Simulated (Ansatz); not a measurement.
Ansatz (a first-principles code) input (PBE/LANL2DZ): The .json file is the Basis Set Exchange's LANL2DZ.

Ansatz 0.2 input:
```yaml
crystal:
  periodic: [false, false, false]
  atoms:
    - {symbol: Pb, position_ang: [-0.00000000, -0.00000000, -0.37640200]}
    - {symbol: S, position_ang: [0.00000000, 0.00000000, 1.92906100]}
basis:
  gaussian:
    orbitals: LANL2DZ.json
hamiltonian:
  xc: {name: PBE}
output: {forces: true}
```

Output:

```
Functional definition: PBE
integrals: 0.01 GiB planned
249 factors; integrals over basis functions are off by at most 1.4e-4 eV
mean field: 0.05 GiB planned
mean field evaluation 1: about -366.2526 eV, gradient 3.0e1 eV
mean field evaluation 2: about -300.5286 eV, gradient 8.6e1 eV
mean field evaluation 4: about -370.3501 eV, gradient 1.2e1 eV
mean field evaluation 8: about -370.9438 eV, gradient 4.5e-2 eV
mean field evaluation 16: about -370.9350 eV, gradient 1.1e-5 eV
mean field -370.93500333 eV, -13.6316099434 hartree, gradient 2.1e-5 eV, S^2 0.000000; 0 other end points of the search recorded, 0 dependent functions left out
the calculation of the forces begins
reference -370.93502897 eV, -13.6316108857 hartree; 5, 5 occupied and 11, 11 virtual orbitals, 249 factors
Total energy: -370.93502897 eV, -13.6316108857 hartree
Atom 0 at    -0.000000    -0.000000    -0.376402 Å, force     0.000000    -0.000000    -0.687540 eV/Å
Atom 1 at     0.000000     0.000000     1.929061 Å, force    -0.000000     0.000000     0.687540 eV/Å
Dipole moment:    -0.000000     0.000000    -0.872688 e Å
```

The geometry given is a B3LYP-D3(BJ)/def2-TZVP minimum.
